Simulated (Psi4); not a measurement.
C4H7 (SMILES C=C([CH2-])C), charge -1, singlet, at a GFN2-xTB geometry (a gas-phase anion, which may not be bound at this level); MP2/def2-SVP (Psi4).

Here is a job for Psi4.
```
memory 2 GB

molecule mol {
-1 1
  C    -0.190241    0.130603    1.423309
  C    -0.004990    0.116648    0.059086
  H    -0.287449    1.056326    1.975773
  H    -0.207554   -0.779681    2.011697
  C     0.086767    1.204930   -0.780612
  H     0.177322    1.091179   -1.855013
  H    -0.032235    2.217556   -0.417331
  C     0.103564   -1.248710   -0.600348
  H     0.366004   -2.021010    0.126191
  H    -0.848143   -1.536620   -1.061734
  H     0.861453   -1.248571   -1.388200
}

set basis def2-svp
set reference rhf

energy('mp2')
print_variables()
```

Task: Predict the main parts of the log of this Psi4 run.

Result: 
```
    SCF Algorithm Type (re)set to DF.

   => Loading Basis Set <=

    Name: DEF2-SVP
    Role: ORBITAL
    Keyword: BASIS

         ---------------------------------------------------------
                                   SCF
               by Justin Turney, Rob Parrish, Andy Simmonett
                          and Daniel G. A. Smith
                              RHF Reference
         ---------------------------------------------------------

  ==> Geometry <==

    Molecular point group: c1
    Full point group: C1

    Geometry (in Angstrom), charge = -1, multiplicity = 1:

       Center              X                  Y                   Z               Mass
    ------------   -----------------  -----------------  -----------------  -----------------
         C           -0.189711128439     0.108601674386     1.412341004038    12.000000000000
         C           -0.004460128439     0.094646674386     0.048118004038    12.000000000000
         H           -0.286919128439     1.034324674386     1.964805004038     1.007825032230
         H           -0.207024128439    -0.801682325614     2.000729004038     1.007825032230
         C            0.087296871561     1.182928674386    -0.791579995962    12.000000000000
         H            0.177851871561     1.069177674386    -1.865980995962     1.007825032230
         H           -0.031705128439     2.195554674386    -0.428298995962     1.007825032230
         C            0.104093871561    -1.270711325614    -0.611315995962    12.000000000000
         H            0.366533871561    -2.043011325614     0.115223004038     1.007825032230
         H           -0.847613128439    -1.558621325614    -1.072701995962     1.007825032230
         H            0.861982871561    -1.270572325614    -1.399167995962     1.007825032230

  Running in c1 symmetry.

  Rotational constants: A =      0.32028  B =      0.30916  C =      0.16207 [cm^-1]
  Rotational constants: A =   9601.63313  B =   9268.31803  C =   4858.65413 [MHz]
  Nuclear repulsion =  112.850408934549478

  Charge       = -1
  Multiplicity = 1
  Electrons    = 32
  Nalpha       = 16
  Nbeta        = 16

  ==> Algorithm <==

  SCF Algorithm Type is DF.
  DIIS enabled.
  MOM disabled.
  Fractional occupation disabled.
  Guess Type is SAD.
  Energy threshold   = 1.00e-08
  Density threshold  = 1.00e-08
  Integral threshold = 1.00e-12

  ==> Primary Basis <==

  Basis Set: DEF2-SVP
    Blend: DEF2-SVP
    Number of shells: 45
    Number of basis functions: 91
    Number of Cartesian functions: 95
    Spherical Harmonics?: true
    Max angular momentum: 2

   => Loading Basis Set <=

    Name: (DEF2-SVP AUX)
    Role: JKFIT
    Keyword: DF_BASIS_SCF

  ==> Integral Setup <==

  SCF_SUBTYPE=INCORE selected. In-core MEM_DF algorithm will be used.
  Using in-core AOs.

  ==> MemDFJK: Density-Fitted J/K Matrices <==

    J tasked:                   Yes
    K tasked:                   Yes
    wK tasked:                   No
    Algorithm:                 Core
    Schwarz Cutoff:           1E-12
    Mask sparsity (%):       0.1932
    Fitting Condition:        1E-10

   => Auxiliary Basis Set <=

  Basis Set: (DEF2-SVP AUX)
    Blend: DEF2-UNIVERSAL-JKFIT
    Number of shells: 142
    Number of basis functions: 426
    Number of Cartesian functions: 496
    Spherical Harmonics?: true
    Max angular momentum: 4

  Minimum eigenvalue in the overlap matrix is 2.4327035778E-03.
  Reciprocal condition number of the overlap matrix is 4.0514093402E-04.
    Using symmetric orthogonalization.

  ==> Pre-Iterations <==

  SCF Guess: Superposition of Atomic Densities via on-the-fly atomic UHF (no occupation information).

   -------------------------
    Irrep   Nso     Nmo
   -------------------------
     A         91      91
   -------------------------
    Total      91      91
   -------------------------

  ==> Iterations <==

                           Total Energy        Delta E     RMS |[F,P]|

   @DF-RHF iter SAD:  -154.57952718868617   -1.54580e+02   0.00000e+00
   @DF-RHF iter   1:  -155.11937500667835   -5.39848e-01   6.23783e-03 DIIS/ADIIS
   @DF-RHF iter   2:  -155.29209726114678   -1.72722e-01   2.95760e-03 DIIS/ADIIS
   @DF-RHF iter   3:  -155.33124909891939   -3.91518e-02   4.40380e-04 DIIS/ADIIS
   @DF-RHF iter   4:  -155.33269258169861   -1.44348e-03   1.76838e-04 DIIS/ADIIS
   @DF-RHF iter   5:  -155.33284406177742   -1.51480e-04   2.22320e-05 DIIS
   @DF-RHF iter   6:  -155.33285037849129   -6.31671e-06   8.64367e-06 DIIS
   @DF-RHF iter   7:  -155.33285101487331   -6.36382e-07   3.02951e-06 DIIS
   @DF-RHF iter   8:  -155.33285112276539   -1.07892e-07   6.99829e-07 DIIS
   @DF-RHF iter   9:  -155.33285112868310   -5.91771e-09   1.13531e-07 DIIS
   @DF-RHF iter  10:  -155.33285112880930   -1.26192e-10   4.01424e-08 DIIS
   @DF-RHF iter  11:  -155.33285112882038   -1.10845e-11   1.07828e-08 DIIS
   @DF-RHF iter  12:  -155.33285112882160   -1.22213e-12   2.65285e-09 DIIS
  Energy and wave function converged.

  ==> Post-Iterations <==

    Orbital Energies [Eh]
    ---------------------

    Doubly Occupied:

[...]
      16A     -0.001618

    Virtual:

[...]
    Final Occupation by Irrep:
              A
    DOCC [    16 ]
    NA   [    16 ]
    NB   [    16 ]

  @DF-RHF Final Energy:  -155.33285112882160

   => Energetics <=

    Nuclear Repulsion Energy =            112.8504089345494776
    One-Electron Energy =                -438.6488514625692687
    Two-Electron Energy =                 170.4655913991981890
    Total Energy =                       -155.3328511288216021

Computation Completed

Properties will be evaluated at   0.000000,   0.000000,   0.000000 [a0]

Properties computed using the SCF density matrix

 Multipole Moments:

 ------------------------------------------------------------------------------------
     Multipole            Electronic (a.u.)      Nuclear  (a.u.)        Total (a.u.)
 ------------------------------------------------------------------------------------

 L = 1.  Multiply by 2.5417464519 to convert [e a0] to [Debye]
 Dipole X            :          0.0150240            0.0310369            0.0460609
 Dipole Y            :          0.2198230           -1.2888614           -1.0690384
 Dipole Z            :          0.1587489           -0.6425350           -0.4837861
 Magnitude           :                                                    1.1743142

 ------------------------------------------------------------------------------------

  //>>>>>>>>>>>>>>>>>>>>>>>>>>>>>>>>>>>//
  //               DFMP2               //
  //<<<<<<<<<<<<<<<<<<<<<<<<<<<<<<<<<<<//

   => Loading Basis Set <=

    Name: (DEF2-SVP AUX)
    Role: RIFIT
    Keyword: DF_BASIS_MP2

	 --------------------------------------------------------
	                          DF-MP2
	      2nd-Order Density-Fitted Moller-Plesset Theory

	        Rob Parrish, Justin Turney, Andy Simmonett,
	           Ed Hohenstein, and C. David Sherrill
	 --------------------------------------------------------

   => Auxiliary Basis Set <=

  Basis Set: (DEF2-SVP AUX)
    Blend: DEF2-SVP-RI
    Number of shells: 106
    Number of basis functions: 290
    Number of Cartesian functions: 325
    Spherical Harmonics?: true
    Max angular momentum: 3

	 --------------------------------------------------------
	                 NBF =    91, NAUX =   290
	 --------------------------------------------------------
	   CLASS    FOCC     OCC    AOCC    AVIR     VIR    FVIR
	   PAIRS       0      16      16      75      75       0
	 --------------------------------------------------------

	-----------------------------------------------------------
	 ==================> DF-MP2 Energies <====================
	-----------------------------------------------------------
	 Reference Energy          =    -155.3328511288216021 [Eh]
	 Singles Energy            =      -0.0000000000000000 [Eh]
	 Same-Spin Energy          =      -0.1369523143042354 [Eh]
	 Opposite-Spin Energy      =      -0.4415886337332691 [Eh]
	 Correlation Energy        =      -0.5785409480375044 [Eh]
	 Total Energy              =    -155.9113920768591015 [Eh]
	-----------------------------------------------------------
	 ================> DF-SCS-MP2 Energies <==================
	-----------------------------------------------------------
	 SCS Same-Spin Scale       =       0.3333333333333333 [-]
	 SCS Opposite-Spin Scale   =       1.2000000000000000 [-]
	 SCS Same-Spin Energy      =      -0.0456507714347451 [Eh]
	 SCS Opposite-Spin Energy  =      -0.5299063604799229 [Eh]
	 SCS Correlation Energy    =      -0.5755571319146681 [Eh]
	 SCS Total Energy          =    -155.9084082607362802 [Eh]
	-----------------------------------------------------------

  Variable Map:
  ----------------------------------------------------------------------------
[...]
  Array Variable Map:
  ----------------------------------------------------------------------------
[...]
[...]
```
